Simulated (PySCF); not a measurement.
Correlation energy of Ne⁺ (neon, charge +1)

[He] 2s2 2p5, 2P determinant. Calculation: PySCF 2.14, in aug-cc-pVDZ-DK; scalar relativity by spin-free X2C-1e. Frozen: 1s2; 7 electrons correlated.

```json
{"level": "CCSD", "correlation energy (mhartree)": "-153.63"}
{"level": "(T)", "correlation energy (mhartree)": "-1.65"}
{"level": "CCSD(T)", "correlation energy (mhartree)": "-155.28"}
{"level": "CCSDT", "correlation energy (mhartree)": "-155.41"}
```

Diagnostics: T1 = 0.0053, D1 = 0.0085, largest double amplitude 0.031.

Cost of the coupled-cluster step: roughly 0.3 core-seconds, for 7 correlated electrons.

Iterations:

```
CC2 = 0
CCSD nocc = (np.int64(4), np.int64(3)), nmo = (22, 22)
frozen orbitals [[0], [0]]
max_cycle = 100
direct = 0
conv_tol = 1e-08
conv_tol_normt = 1e-06
diis_space = 8
diis_start_cycle = 0
Init t2, MP2 energy = -0.142238688499422
Init E_corr(UCCSD) = -0.142238688500875
cycle = 1  E_corr(UCCSD) = -0.151192309868401  dE = -0.00895362137  norm(t1,t2) = 0.0224976
cycle = 2  E_corr(UCCSD) = -0.153045088222045  dE = -0.00185277835  norm(t1,t2) = 0.00546203
cycle = 3  E_corr(UCCSD) = -0.153614650879436  dE = -0.000569562657  norm(t1,t2) = 0.00235493
cycle = 4  E_corr(UCCSD) = -0.15364611530168  dE = -3.14644222e-05  norm(t1,t2) = 0.000627666
cycle = 5  E_corr(UCCSD) = -0.153629509458247  dE = 1.66058434e-05  norm(t1,t2) = 0.000253225
cycle = 6  E_corr(UCCSD) = -0.153632799712679  dE = -3.29025443e-06  norm(t1,t2) = 3.57879e-05
cycle = 7  E_corr(UCCSD) = -0.153632906405256  dE = -1.06692577e-07  norm(t1,t2) = 7.22289e-06
cycle = 8  E_corr(UCCSD) = -0.153632770323106  dE = 1.36082151e-07  norm(t1,t2) = 1.89404e-06
cycle = 9  E_corr(UCCSD) = -0.153632764296683  dE = 6.02642286e-09  norm(t1,t2) = 3.25487e-07
UCCSD converged
E(UCCSD) = -128.0577246571408  E_corr = -0.1536327642966827
UCCSD(T) correction = -0.00165389068937021
```
